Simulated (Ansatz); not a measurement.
A nudged elastic band was laid between two geometries of BClH5NSi (9 atoms, charge 0, multiplicity 1).

Theory: Ansatz 0.2.0, RKS B3LYP/def2-SVP.

| Item | Value |
| --- | --- |
| movable images | 5 |
| climbing image | yes |
| spring | 5.0 eV/Å² |
| optimiser | quadratic models (default) |
| start path | through a guess of the saddle point |
| force threshold | 0.03 eV/Å |
| iteration limit | 60 |
| end points | relaxed |

First end point:

```xyz
9
Properties=species:S:1:pos:R:3
Si 0.060 1.342 0.152
N -0.449 -0.351 0.173
B 0.254 -1.456 -0.322
Cl -0.443 -3.092 -0.202
H -0.911 2.163 -0.628
H 0.108 1.880 1.542
H 1.405 1.402 -0.473
H -1.358 -0.551 0.590
H 1.335 -1.338 -0.834
```

Last end point:

```xyz
9
Properties=species:S:1:pos:R:3
Si 0.143 1.328 0.204
N -0.035 -0.416 0.426
B -0.157 -1.391 -0.572
Cl -0.330 -3.109 -0.134
H 0.158 1.599 -1.256
H -0.989 2.050 0.853
H 1.411 1.799 0.831
H -0.053 -0.758 1.387
H -0.148 -1.103 -1.739
```

(1) Which bonds break or form, and what moves?

(2) What energy profile does the band end with?

(3) What is the geometry of the highest image?

## Answers

(1) No bond is made or broken. The dihedral H5–Si1–N2–B3 goes from 119 to -1°. The two ends are copies of one structure, up to a mirror image or an exchange of like atoms.

(2) The run converged. The highest image is number 3 of 0 to 6, 2.0 kJ/mol above the ends, which have the same energy within 2 meV. A vibrational analysis at the climbing image gives one clearly imaginary mode, 79i cm⁻¹: a first-order saddle point.

```csv
image,path coordinate (Å),energy (kJ/mol),dihedral H5–Si1–N2–B3 (°)
0,0.00,0.0,119
1,0.59,0.6,98
2,1.19,1.6,79
3,1.78,2.0,59
4,2.37,1.5,41
5,2.95,0.5,21
6,3.54,0.0,-1
```

(3) 
```xyz
9
Properties=species:S:1:pos:R:3
Si 0.104 1.329 0.173
N -0.283 -0.387 0.369
B 0.079 -1.425 -0.497
Cl -0.395 -3.105 -0.152
H -0.454 1.858 -1.102
H -0.518 2.035 1.327
H 1.577 1.550 0.186
H -0.827 -0.645 1.191
H 0.717 -1.209 -1.494
```

The run took 3.1 min on 1 thread of Intel(R) Xeon(R) Processor @ 2.70GHz, with other jobs on the host, peak memory 0.19 GiB.
